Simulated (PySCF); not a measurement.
Input for PySCF:
```python
from pyscf import gto, scf, dft

mol = gto.M(
    atom='''
C    -1.571459   -2.221506    0.509693
C    -0.912453   -1.810034   -0.795728
Ge    0.122840   -0.042444   -0.621536
C    -1.271148    1.297737    0.077012
C    -0.718209    2.680616    0.367710
C     1.395907   -0.359182    0.965757
C     2.631175    0.524193    0.980832
H    -2.069716   -3.185497    0.397623
H    -0.834420   -2.313214    1.305149
H    -2.317845   -1.491108    0.814286
H    -0.213671   -2.581788   -1.120115
H    -1.663575   -1.702631   -1.578372
H    -2.085596    1.361842   -0.644825
H    -1.668873    0.855584    0.991955
H     0.079036    2.627730    1.106465
H    -1.496850    3.337133    0.757884
H    -0.316090    3.132570   -0.537171
H     0.802589   -0.189480    1.865808
H     1.692590   -1.408299    0.948409
H     2.356190    1.576945    0.989320
H     3.241367    0.341919    0.098258
H     3.241089    0.325560    1.862834
''',
    basis='sto-3g',
    charge=0,
    spin=1,
    verbose=4,
)

mf = dft.UKS(mol)
mf.xc = 'b3lyp'
mf.kernel()
```

**Question.** What does this run give for the Mulliken (on the basis functions themselves) charges in atom order, number of basis functions?

**Answer.** 
| Property | Result |
|---|---|
| Mulliken (on the basis functions themselves) charges in atom order | C1 -0.23, C2 -0.26, Ge3 0.45, C4 -0.26, C5 -0.23, C6 -0.26, C7 -0.23, H8 0.07, H9 0.07, H10 0.07, H11 0.06, H12 0.06, H13 0.06, H14 0.06, H15 0.07, H16 0.07, H17 0.07, H18 0.06, H19 0.06, H20 0.07, H21 0.07, H22 0.07 |
| number of basis functions | 63 |

These values belong to the state on which the SCF converged, which isn't shown to be the lowest.

**Question.** Roughly what does it cost on one core?

**Answer.** roughly 40 core-seconds.
